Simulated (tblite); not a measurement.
Species: C7H9O (doublet state).
Numbering: `[O:1]=[C:2][C@:3]12[CH2:4][CH2:5][C@H:6]([CH2:7]1)[CH2:8]2` (hydrogens: H9, H10 on C4; H11, H12 on C5; H13 on C6; H14, H15 on C7; H16, H17 on C8)

The geometry is computed with GFN2-xTB (gas phase). This method treats the open shell by occupation alone, without spin polarisation.

Task: What internal coordinates does the optimisation give?

Result: 
```json
{"bond": "O1=C2", "length (Å)": "1.193"}
{"bond": "C2–C3", "length (Å)": "1.457"}
{"bond": "C3–C4", "length (Å)": "1.536"}
{"bond": "C4–C5", "length (Å)": "1.545"}
{"bond": "C5–C6", "length (Å)": "1.530"}
{"bond": "C6–C7, C6–C8", "length (Å)": "1.534"}
{"bond": "C3–C7", "length (Å)": "1.562"}
{"bond": "C3–C8", "length (Å)": "1.547"}
{"bond": "C4–H9, C4–H10", "length (Å)": "1.089"}
{"bond": "C5–H11, C5–H12", "length (Å)": "1.089"}
{"bond": "C6–H13", "length (Å)": "1.087"}
{"bond": "C7–H14, C8–H17", "length (Å)": "1.086"}
{"bond": "C7–H15, C8–H16", "length (Å)": "1.087"}
```

Bonds in one row agree within 0.01 Å and their mean is given. A selection of angles:
```json
{"angle": "O1–C2–C3", "degrees": "133.9"}
{"angle": "C2–C3–C4", "degrees": "118.3"}
{"angle": "C2–C3–C7", "degrees": "124.8"}
{"angle": "C2–C3–C8", "degrees": "118.5"}
{"angle": "C4–C3–C7", "degrees": "101.6"}
{"angle": "C7–C3–C8", "degrees": "86.2"}
{"angle": "C3–C4–C5", "degrees": "99.0"}
{"angle": "C4–C5–C6", "degrees": "99.1"}
{"angle": "C5–C6–C7", "degrees": "102.1"}
{"angle": "C7–C6–C8", "degrees": "87.6"}
{"angle": "C3–C7–C6", "degrees": "81.9"}
```

Torsions: O1–C2–C3–C4 140° (anticlinal); C2–C3–C4–C5 176° (antiperiplanar); C3–C4–C5–C6 0° (synperiplanar); C4–C5–C6–C7 46° (synclinal); C5–C6–C7–C3 -67° (synclinal); C5–C6–C8–C3 67° (synclinal); C2–C3–C7–C6 -157° (antiperiplanar); C2–C3–C8–C6 162° (antiperiplanar).

The 4-membered ring C3–C7–C6–C8 has internal angles of 81.9° to 87.6°; it is puckered, 0.24 Å rms from its mean plane, widest ring torsion 35°. The 5-membered ring C3–C4–C5–C6–C8 has internal angles of 82.3° to 101.8°; it is puckered, 0.33 Å rms from its mean plane, widest ring torsion 67°. Of the pairs four or more bonds apart, H14···H17 is among the closest relative to their van der Waals radii: 2.41 Å, 100 % of the sum of Bondi's values. The 8 C–C bonds span 1.457 Å (C2–C3, drawn single) to 1.562 Å (C3–C7, drawn single), a spread of 0.105 Å. The 5-membered ring C3–C4–C5–C6–C7 has internal angles of 81.9° to 102.1°; it is puckered, 0.33 Å rms from its mean plane, widest ring torsion 67°.

Point group: C1 (no symmetry element, even within 0.4 Å). Its GFN2-xTB frequencies are all real (lowest 52 cm⁻¹). 2 starts were optimised and ended at 0.00 and 0.82 kcal/mol (GFN2-xTB); the lowest of these is shown.

One conformer stands for the species.
